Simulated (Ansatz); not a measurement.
(1) Predict a relaxed structure of the cluster Bi3⁻, charge -1, singlet, at r2SCAN-D4/def2-SVPD (Ansatz).

Results:

(1) 
```tsv
atom	x (Å)	y (Å)	z (Å)
Bi1	0.9729	1.1371	1.0085
Bi2	-1.2902	0.3824	-1.2023
Bi3	0.3174	-1.5194	0.1938
```
Point group C2v (tolerance 0.1 Å). This is one stationary point.

In the def2 sets Bi takes a core potential; there is no spin–orbit coupling. The restricted singlet is unstable towards broken spin symmetry at other levels; at r2SCAN-D4/def2-SVPD this wasn't settled. The highest occupied level of the charge -1 singlet lies above zero (up to 0.72 eV). The electron is either unbound and held by the finite basis, or the level is raised by self-interaction error. At r2SCAN-D4/def2-SVPD a triplet of charge -1 lies 0.56 eV below the restricted singlet, each at its own geometry. The structure comes from a short search, and lower isomers may exist.
